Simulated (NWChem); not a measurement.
System: SbClF2; SMILES [F][Sb]([F])[Cl]

All runs: NWChem. The geometry was optimised at PBE0/def2-SVP. def2 effective core potentials on Sb; no spin-orbit coupling. Level: PBE0/def2-SVPD; rows give the wavelength of the field.

```csv
field,isotropic polarisability (bohr³),anisotropy (bohr³)
static,52.6,19.6
1065 nm,53.2,20.1
589 nm,(withheld),(withheld)
```

**Question.** What belongs in the gaps?

**Answer.** 
- 589 nm, isotropic polarisability (bohr³): 54.7
- 589 nm, anisotropy (bohr³): 21.4
